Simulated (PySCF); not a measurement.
FZn, doublet, at a GFN2-xTB geometry (such geometries of metal compounds can be far from the true shape) (the spin is typed, not shown lowest). Base run: HF/cc-pVDZ run with PySCF.

PySCF was given this input:
```python
from pyscf import gto, scf

mol = gto.M(
    atom='''
Zn   -0.000000   -0.000000   -0.416254
F     0.000000    0.000000    1.387514
''',
    basis='cc-pvdz',
    charge=0,
    spin=1,
    verbose=4,
)

mf = scf.UHF(mol)
mf.kernel()
```

The base run was repeated with changes; each row names its change, and settings that it needs were set with it.

```tsv
change	basis functions	E (Eh)	HOMO (eV)	dipole (D)
base	57	-1877.29551	-8.99	3.33
basis = cc-pVDZ-DK; relativity = none	57	-1868.09587	-8.93	3.32
basis = jorge-DZP-DKH; relativity = spin-free X2C; nucleus = Gaussian (with nucmod='G')	58	-1893.62895	-9.15	3.67
basis = ANO-RCC-VDZP; relativity = spin-free X2C; nucleus = Gaussian (with nucmod='G')	48	-1893.83262	-9.34	3.86
basis = jorge-DZP-DKH; relativity = spin-free X2C	58	-1893.63682	-9.15	3.67
basis = ANO-RCC-VDZP; relativity = spin-free X2C	48	-1893.84152	-9.34	3.86
basis = jorge-DZP-DKH; relativity = none	58	-1872.20858	-8.96	3.62
basis = ANO-RCC-VDZP; relativity = none	48	-1868.11555	-9.16	3.81
basis = cc-pVDZ-DK; relativity = spin-free X2C	57	-1893.80506	-9.15	3.35
basis = cc-pVDZ-DK; relativity = spin-free X2C; nucleus = Gaussian (with nucmod='G')	57	-1893.79616	-9.15	3.35
```

Total energies compare only within one method and basis.

Open shells are given as the SCF converged; they aren't shown to be the lowest states, and a large step between rows can be another state.

Basis sets contracted for a relativistic Hamiltonian are a mismatch without it, so the rows without relativity aren't non-relativistic limits. No row has spin-orbit coupling; sets with core potentials leave out the core electrons.
